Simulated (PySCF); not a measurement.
PySCF job for CrOBr2, SMILES [O]=[Cr]([Br])[Br] (connectivity only; charge and spin as stated), neutral, multiplicity 3, TDA-PBE/def2-SVPD. Coordinates come from a B3LYP-D3(BJ)/def2-SVP optimisation. The spin state was assumed, not searched.

```python
import numpy as np
from pyscf import gto, scf, dft, tdscf

mol = gto.M(
    atom='''
    Cr    0.00000000   -0.00000000   -0.67812870
    O     0.00000000    0.00000000   -2.20789680
    Br    0.00000000   -1.98518410    0.48483233
    Br    0.00000000    1.98518411    0.48483233
    ''',
    basis='def2-SVPD',
    charge=0,
    spin=2,
    max_memory=1600,
    verbose=4,
)
mf = dft.UKS(mol, xc='pbe').density_fit(auxbasis='def2-universal-jkfit')
mf.grids.level = 3
mf.conv_tol = 1e-9
mf.max_cycle = 100
mf.kernel()
fine, coarse = mf.grids, dft.Grids(mol).set(level=1).build(with_non0tab=True)
for _ in range(3):  # follow internal instabilities
    mf.grids = coarse
    mo, _, stable, _ = mf.stability(return_status=True, nroots=4)
    mf.grids = fine
    if stable:
        break
    mf.kernel(mf.make_rdm1(mo, mf.mo_occ))
mf.grids = dft.Grids(mol).set(level=1).build(with_non0tab=True)  # coarser grid for the response kernel
td = tdscf.TDA(mf)
td.nstates = 10
td.conv_tol = 1e-4
td.positive_eig_threshold = 1e-6
td.kernel(x0=td.get_init_guess(mf, 15))
td.analyze()
```

Program output:

```
PySCF version 2.14.0

[INPUT] verbose = 4
[INPUT] num. atoms = 4
[INPUT] num. electrons = 102
[INPUT] charge = 0
[INPUT] spin (= nelec alpha-beta = 2S) = 2
[INPUT] symmetry False subgroup None
[INPUT] Mole.unit = angstrom
[INPUT] Symbol           X                Y                Z      unit          X                Y                Z       unit  Magmom
[INPUT]  1 Cr     0.000000000000   0.000000000000  -0.678128700000 AA    0.000000000000   0.000000000000  -1.281477520207 Bohr   0.0
[INPUT]  2 O      0.000000000000   0.000000000000  -2.207896800000 AA    0.000000000000   0.000000000000  -4.172320263304 Bohr   0.0
[INPUT]  3 Br     0.000000000000  -1.985184100000   0.484832330000 AA    0.000000000000  -3.751454255841   0.916200320035 Bohr   0.0
[INPUT]  4 Br     0.000000000000   1.985184110000   0.484832330000 AA    0.000000000000   3.751454274738   0.916200320035 Bohr   0.0

nuclear repulsion = 704.671599062217
number of shells = 51
number of NR pGTOs = 275
number of NR cGTOs = 139
basis = def2-SVPD
ecp = {}


******** <class 'pyscf.df.df_jk.DFUKS'> ********
method = DFUKS
initial guess = minao
damping factor = 0
level_shift factor = 0
DIIS = <class 'pyscf.scf.diis.CDIIS'>
diis_start_cycle = 1
diis_space = 8
diis_damp = 0
SCF conv_tol = 1e-09
SCF conv_tol_grad = None
SCF max_cycles = 100
direct_scf = False
number electrons alpha = 52  beta = 50
XC library pyscf.dft.libxc version 7.1.2
    S. Lehtola, C. Steigemann, M. J. T. Oliveira, and M. A. L. Marques,  SoftwareX 7, 1–5 (2018)
XC functionals = pbe
    J. P. Perdew, K. Burke, and M. Ernzerhof,  Phys. Rev. Lett. 77, 3865 (1996)
    J. P. Perdew, K. Burke, and M. Ernzerhof,  Phys. Rev. Lett. 78, 1396 (1997)
    J. P. Perdew, K. Burke, and M. Ernzerhof,  Phys. Rev. Lett. 77, 3865 (1996)
    J. P. Perdew, K. Burke, and M. Ernzerhof,  Phys. Rev. Lett. 78, 1396 (1997)
radial grids:
    Treutler-Ahlrichs [JCP 102, 346 (1995); DOI:10.1063/1.469408] (M4) radial grids

becke partition: Becke, JCP 88, 2547 (1988); DOI:10.1063/1.454033
pruning grids: <function nwchem_prune>
grids dens level: 3
symmetrized grids: False
atomic radii adjust function: <function treutler_atomic_radii_adjust>
small_rho_cutoff = 0
Set gradient conv threshold to 3.16228e-05
tot grids = 75840
init E= -6264.30943313776

WARN: alpha nocc = 52  HOMO -0.303769291971601 >= LUMO -0.303355095262606

  beta  nocc = 50  HOMO = -0.339106025890925  LUMO = -0.323215541327638

WARN: HOMO -0.303769291971601 >= LUMO -0.323215541327638

cycle= 1 E= -6263.02628857248  delta_E= 1.28  |g|= 2.86  |ddm|=  2.8
  alpha nocc = 52  HOMO = 0.00250535039106829  LUMO = 0.0143603545461902

WARN: beta  nocc = 50  HOMO 0.00218691672577153 >= LUMO 0.00250443401419611


WARN: HOMO 0.00250535039106829 >= LUMO 0.00250443401419611

cycle= 2 E= -6229.87370515413  delta_E= 33.2  |g|= 8.21  |ddm|= 8.44
  alpha nocc = 52  HOMO = -0.0306672342588343  LUMO = -0.00187593537057619
  beta  nocc = 50  HOMO = -0.281087365451684  LUMO = -0.051496400085449

WARN: HOMO -0.0306672342588343 >= LUMO -0.051496400085449

cycle= 3 E= -6260.30205201172  delta_E= -30.4  |g|= 2.62  |ddm|= 7.51
  alpha nocc = 52  HOMO = -0.377792958838553  LUMO = -0.138421410094242
  beta  nocc = 50  HOMO = -0.383074010610692  LUMO = -0.377361696219413

WARN: HOMO -0.377792958838553 >= LUMO -0.377361696219413

cycle= 4 E= -6251.14639987277  delta_E= 9.16  |g|= 4.73  |ddm|= 6.16
  alpha nocc = 52  HOMO = -0.323658953653377  LUMO = -0.211411248927819
  beta  nocc = 50  HOMO = -0.31761520127937  LUMO = -0.308402407584033
  HOMO = -0.317615201279  LUMO = -0.308402407584  gap/eV = 0.25069
cycle= 5 E= -6257.54755675244  delta_E= -6.4  |g|= 4.57  |ddm|= 1.69
  alpha nocc = 52  HOMO = -0.325215059129215  LUMO = -0.223250138841785
  beta  nocc = 50  HOMO = -0.322352103781839  LUMO = -0.312719982051314
  HOMO = -0.322352103782  LUMO = -0.312719982051  gap/eV = 0.26210
cycle= 6 E= -6255.98234157396  delta_E= 1.57  |g|= 4.73  |ddm|= 0.325
  alpha nocc = 52  HOMO = -0.31625243410131  LUMO = -0.256049459914627
  beta  nocc = 50  HOMO = -0.319261721788165  LUMO = -0.304128940248014
  HOMO = -0.316252434101  LUMO = -0.304128940248  gap/eV = 0.32990
cycle= 7 E= -6254.80412613033  delta_E= 1.18  |g|= 4.81  |ddm|=  0.5
  alpha nocc = 52  HOMO = -0.323787103609053  LUMO = -0.24578988825752
  beta  nocc = 50  HOMO = -0.324003686783211  LUMO = -0.31192377255175
  HOMO = -0.323787103609  LUMO = -0.311923772552  gap/eV = 0.32282
cycle= 8 E= -6254.44761046692  delta_E= 0.357  |g|= 4.81  |ddm|= 0.189
  alpha nocc = 52  HOMO = -0.264466096921967  LUMO = -0.248324191130042
  beta  nocc = 50  HOMO = -0.298119820136125  LUMO = -0.275335378677034

WARN: HOMO -0.264466096921967 >= LUMO -0.275335378677034

cycle= 9 E= -6264.09723598262  delta_E= -9.65  |g|= 2.23  |ddm|= 2.35
  alpha nocc = 52  HOMO = -0.252946545914819  LUMO = -0.204336282466743
  beta  nocc = 50  HOMO = -0.295883210733436  LUMO = -0.25099965132367
  HOMO = -0.252946545915  LUMO = -0.250999651324  gap/eV = 0.05298
cycle= 10 E= -6266.20377816891  delta_E= -2.11  |g|= 0.375  |ddm|=  1.6
  alpha nocc = 52  HOMO = -0.243526414323928  LUMO = -0.190746836685823
  beta  nocc = 50  HOMO = -0.270603451444456  LUMO = -0.196980662703556
  HOMO = -0.243526414324  LUMO = -0.196980662704  gap/eV = 1.26657
cycle= 11 E= -6266.19105223157  delta_E= 0.0127  |g|= 0.402  |ddm|= 0.582
  alpha nocc = 52  HOMO = -0.228097185919783  LUMO = -0.15482452901455
  beta  nocc = 50  HOMO = -0.275129698466717  LUMO = -0.162816379306902
  HOMO = -0.22809718592  LUMO = -0.162816379307  gap/eV = 1.77638
cycle= 12 E= -6266.24491867841  delta_E= -0.0539  |g|= 0.19  |ddm|= 0.508
  alpha nocc = 52  HOMO = -0.241964031607999  LUMO = -0.17196515697776
  beta  nocc = 50  HOMO = -0.28003169943271  LUMO = -0.179347572827965
  HOMO = -0.241964031608  LUMO = -0.179347572828  gap/eV = 1.70388
cycle= 13 E= -6266.26521566701  delta_E= -0.0203  |g|= 0.0397  |ddm|= 0.209
  alpha nocc = 52  HOMO = -0.242877366074893  LUMO = -0.172448463858391
  beta  nocc = 50  HOMO = -0.278812581628106  LUMO = -0.179486126055938
  HOMO = -0.242877366075  LUMO = -0.179486126056  gap/eV = 1.72496
cycle= 14 E= -6266.26558401661  delta_E= -0.000368  |g|= 0.0376  |ddm|= 0.0894
  alpha nocc = 52  HOMO = -0.2446063021066  LUMO = -0.172051314862717
  beta  nocc = 50  HOMO = -0.279649007027993  LUMO = -0.179386445350719
  HOMO = -0.244606302107  LUMO = -0.179386445351  gap/eV = 1.77472
cycle= 15 E= -6266.26639056508  delta_E= -0.000807  |g|= 0.00777  |ddm|= 0.0523
  alpha nocc = 52  HOMO = -0.245155241364932  LUMO = -0.171759631818811
  beta  nocc = 50  HOMO = -0.280233736678268  LUMO = -0.179110629460475
  HOMO = -0.245155241365  LUMO = -0.17911062946  gap/eV = 1.79717
cycle= 16 E= -6266.26644622625  delta_E= -5.57e-05  |g|= 0.0035  |ddm|= 0.014
  alpha nocc = 52  HOMO = -0.244880106693866  LUMO = -0.170677885124472
  beta  nocc = 50  HOMO = -0.280153864724993  LUMO = -0.178119345002909
  HOMO = -0.244880106694  LUMO = -0.178119345003  gap/eV = 1.81665
cycle= 17 E= -6266.26645926127  delta_E= -1.3e-05  |g|= 0.00285  |ddm|= 0.00965
  alpha nocc = 52  HOMO = -0.245134259769104  LUMO = -0.170856323133746
  beta  nocc = 50  HOMO = -0.280207905564471  LUMO = -0.178325545431428
  HOMO = -0.245134259769  LUMO = -0.178325545431  gap/eV = 1.81796
cycle= 18 E= -6266.266464399  delta_E= -5.14e-06  |g|= 0.0011  |ddm|= 0.0042
  alpha nocc = 52  HOMO = -0.245084706019322  LUMO = -0.170797809601624
  beta  nocc = 50  HOMO = -0.280135302008562  LUMO = -0.178296015459503
  HOMO = -0.245084706019  LUMO = -0.17829601546  gap/eV = 1.81741
cycle= 19 E= -6266.26646488008  delta_E= -4.81e-07  |g|= 0.000327  |ddm|= 0.00152
  alpha nocc = 52  HOMO = -0.245108628235652  LUMO = -0.170809496672438
  beta  nocc = 50  HOMO = -0.280169483601225  LUMO = -0.178312643140223
  HOMO = -0.245108628236  LUMO = -0.17831264314  gap/eV = 1.81761
cycle= 20 E= -6266.26646496432  delta_E= -8.42e-08  |g|= 6.07e-05  |ddm|= 0.000524
  alpha nocc = 52  HOMO = -0.24509721077688  LUMO = -0.170800661852268
  beta  nocc = 50  HOMO = -0.280161585329963  LUMO = -0.178302644785007
  HOMO = -0.245097210777  LUMO = -0.178302644785  gap/eV = 1.81757
cycle= 21 E= -6266.26646496598  delta_E= -1.66e-09  |g|= 2.51e-05  |ddm|= 9.08e-05
  alpha nocc = 52  HOMO = -0.245096072625337  LUMO = -0.170800897597995
  beta  nocc = 50  HOMO = -0.280161189009471  LUMO = -0.178301999955705
  HOMO = -0.245096072625  LUMO = -0.178301999956  gap/eV = 1.81756
cycle= 22 E= -6266.26646496627  delta_E= -2.87e-10  |g|= 9.01e-06  |ddm|= 3.86e-05
  alpha nocc = 52  HOMO = -0.245099111994354  LUMO = -0.170805774552085
  beta  nocc = 50  HOMO = -0.280161103730989  LUMO = -0.178307274327042
  HOMO = -0.245099111994  LUMO = -0.178307274327  gap/eV = 1.81750
Extra cycle  E= -6266.266464965  delta_E= 1.27e-09  |g|= 5.64e-05  |ddm|= 4.7e-05
converged SCF energy = -6266.266464965  <S^2> = 2.0481959  2S+1 = 3.0319603
tot grids = 27296
uhf_internal: lowest eigs of H = [0.33879468 0.36695356 0.38963277 0.41222924]
<class 'pyscf.df.df_jk.DFUKS'> wavefunction is stable in the internal stability analysis
tot grids = 27296
Overwritten attributes  positive_eig_threshold  of <class 'pyscf.tdscf.uks.TDA'>


******** <class 'pyscf.tdscf.uks.TDA'> for <class 'pyscf.df.df_jk.DFUKS'> ********
nstates = 10
deg_eia_thresh = 1.000e-03
wfnsym = None
conv_tol = 0.0001
eigh lindep = 1e-12
eigh level_shift = 0
eigh max_cycle = 100


Excitation energies (eV)
[1.17591709 1.47304786 2.00286839 2.05684924 2.22833475 2.50149069
 2.58095848 2.66251372 2.77442724 2.80438795]

** Excitation energies and oscillator strengths **
Excited State   1:      1.17592 eV   1054.36 nm  f=0.0061
      51a ->   54a     -0.15057
      52a ->   53a     -0.97980
Excited State   2:      1.47305 eV    841.68 nm  f=0.0003
      51a ->   53a     -0.97128
      52a ->   54a      0.22184
Excited State   3:      2.00287 eV    619.03 nm  f=0.0000
      51a ->   53a     -0.21805
      52a ->   54a     -0.96834
Excited State   4:      2.05685 eV    602.79 nm  f=0.0000
      50a ->   53a      0.99432
Excited State   5:      2.22833 eV    556.40 nm  f=0.0000
      52a ->   55a     -0.99014
Excited State   6:      2.50149 eV    495.64 nm  f=0.0029
      47a ->   53a     -0.18189
      51a ->   54a     -0.95295
      52a ->   53a      0.14236
      50b ->   51b      0.14615
Excited State   7:      2.58096 eV    480.38 nm  f=0.0000
      49a ->   53a     -0.84553
      51a ->   55a     -0.44918
      48b ->   52b     -0.21450
      49b ->   53b      0.16093
Excited State   8:      2.66251 eV    465.67 nm  f=0.0003
      48a ->   53a     -0.98006
      50b ->   52b      0.12776
Excited State   9:      2.77443 eV    446.88 nm  f=0.0014
      50a ->   55a      0.16582
      51a ->   54a     -0.12774
      50b ->   51b     -0.97575
Excited State  10:      2.80439 eV    442.11 nm  f=0.0045
      49a ->   53a      0.36412
      50a ->   54a     -0.25261
      51a ->   55a     -0.84331
      48b ->   52b      0.14339
      49b ->   53b     -0.22152

** Transition electric dipole moments (AU) **
state          X           Y           Z        Dip. S.      Osc.
  1         0.0000     -0.4604     -0.0000      0.2120      0.0061
  2        -0.0844      0.0000     -0.0000      0.0071      0.0003
  3         0.0126     -0.0000      0.0000      0.0002      0.0000
  4         0.0000     -0.0000      0.0000      0.0000      0.0000
  5        -0.0000      0.0000      0.0000      0.0000      0.0000
  6        -0.0000      0.2193     -0.0000      0.0481      0.0029
  7        -0.0000     -0.0000     -0.0103      0.0001      0.0000
  8        -0.0641     -0.0000     -0.0000      0.0041      0.0003
  9         0.0000      0.1444      0.0000      0.0209      0.0014
 10         0.0000      0.0000     -0.2553      0.0652      0.0045

** Transition velocity dipole moments (imaginary part, AU) **
state          X           Y           Z        Dip. S.      Osc.
  1        -0.0000      0.0300      0.0000      0.0009      0.0139
  2         0.0104      0.0000      0.0000      0.0001      0.0013
  3         0.0119     -0.0000     -0.0000      0.0001      0.0013
  4        -0.0000      0.0000     -0.0000      0.0000      0.0000
  5         0.0000      0.0000     -0.0000      0.0000      0.0000
  6         0.0000     -0.0042      0.0000      0.0000      0.0001
  7         0.0000     -0.0000     -0.0050      0.0000      0.0002
  8         0.0072      0.0000      0.0000      0.0001      0.0004
  9        -0.0000     -0.0043     -0.0000      0.0000      0.0001
 10         0.0000      0.0000      0.0190      0.0004      0.0023

** Transition magnetic dipole moments (imaginary part, AU) **
state          X           Y           Z
  1         0.4083      0.0000      0.0000
  2         0.0000     -0.5028      0.0000
  3        -0.0000     -0.5665      0.0000
  4        -0.0000      0.0001      0.3553
  5        -0.0000      0.0000     -0.4256
  6        -0.2846     -0.0000      0.0000
  7         0.0001     -0.0000     -0.0000
  8        -0.0000     -0.4175      0.0000
  9         0.1764     -0.0000     -0.0000
 10        -0.0000      0.0000     -0.0000
```

Self-consistency was reached.
